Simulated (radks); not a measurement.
Ta17+, configuration [Xe] 4f2 (not the ground configuration). All-electron calculation, scalar-relativistic Kohn-Sham, r2SCAN, spin-unpolarised, spherical densities, finite nucleus; meta-GGA in the generalised Kohn-Sham scheme; Fermi nuclear charge, rms radius 5.3507 fm. Program: a radial shooting solver on a logarithmic mesh with Libxc functionals.

Local quantities along the radius. ELF = 1/(1 + alpha^2) is the electron localisation function; alpha = (tau - tau_W)/tau_unif compares the Pauli kinetic energy density with that of the uniform gas. tau is taken from the large components.

r (bohr)    ELF    alpha
0.001208  0.999  0.02454
0.001598  0.999  0.02651
0.002114  0.999  0.02969
0.002797  0.999  0.03476
0.003701  0.998  0.04302
0.004858  0.997  0.05655
0.006428  0.993  0.08160
0.008505  0.983   0.1308
0.01125   0.947   0.2367
0.01489   0.815   0.4767
0.0197    0.522   0.9568
0.02607   0.335    1.410
0.03449   0.434    1.142
0.04563   0.673   0.6970
0.06038   0.733   0.6039
0.07989   0.518   0.9647
0.1057    0.349    1.365
0.1387    0.596   0.8234
0.1836    0.739   0.5940
0.2429    0.376    1.287
0.3214    0.322    1.450
0.4252    0.736   0.5982
0.5626    0.514   0.9723
0.7444    0.307    1.503
0.985     0.764   0.5561
1.303     0.737   0.5971
1.724     0.146    2.419
2.282     0.001    30.45

On this mesh the ELF has minima near r = 0.026, 0.11, 0.28, 0.65 bohr, which separate the shells, and maxima near 0.052 (0.73), 0.18 (0.74), 0.43 (0.74), 1.1 (0.82).

Self-consistent cycle (total energy in hartree, residual of the potential): 1: -15402.17337, 5e+01; 2: -15450.87532, 3e+01; 3: -15478.02498, 1e+00; 4: -15478.17193, 4e-01; 5: -15478.17769, 2e-02; 6: -15478.18252, 4e-03; 7: -15478.18357, 2e-03; 8: -15478.18360, 5e-05; 9: -15478.18360, 2e-05; 10: -15478.18360, 8e-06; 11: -15478.18360, 8e-07.
